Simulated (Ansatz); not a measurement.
One change: `C=C[CH2][InH2]` becomes `C=C[CH2][GaH][Cl]`.

Ansatz, PBE0-D4/def2-TZVP geometries, multiplicity 1. Each molecule was computed in one conformer, which needn't be the lowest.

Elements past krypton have def2 core potentials. Scalar relativity is left out up to krypton.

```csv
property,`C=C[CH2][InH2]`
size of the dipole moment (ωB97M-V/def2-TZVPP) / D,0.64
HOMO–LUMO gap (PBE/def2-TZVPP) / eV,3.69
HOMO energy (PBE/def2-TZVPP) / eV,-5.45
HOMO energy (PBE0/def2-TZVPP) / eV,-6.39
HOMO energy (B3LYP/def2-TZVPP) / eV,-6.21
zero-point energy (PBE0-D4/def2-TZVP) / kJ/mol,213.8
```

Question: Give the same properties after the change, and the shifts. (Estimate.)

Answer: Computed: 
| property | `C=C[CH2][GaH][Cl]` | shift |
| --- | --- | --- |
| size of the dipole moment (ωB97M-V/def2-TZVPP) / D | 2.51 | 1.87 |
| HOMO–LUMO gap (PBE/def2-TZVPP) / eV | 3.85 | 0.16 |
| HOMO energy (PBE/def2-TZVPP) / eV | -6.02 | -0.57 |
| HOMO energy (PBE0/def2-TZVPP) / eV | -7.06 | -0.67 |
| HOMO energy (B3LYP/def2-TZVPP) / eV | -6.86 | -0.65 |
| zero-point energy (PBE0-D4/def2-TZVP) / kJ/mol | 204.6 | -9.2 |

With PBE0 the HOMO falls by 0.67 eV and the LUMO falls by 0.34 eV, so the gap widens by about 0.33 eV. PBE moves the HOMO by -0.57 eV and ωB97M-V by -0.74 eV. Dipoles are sizes alone; their direction can turn.

B3LYP here is the variant with VWN-RPA as its local correlation; programs differ in this.
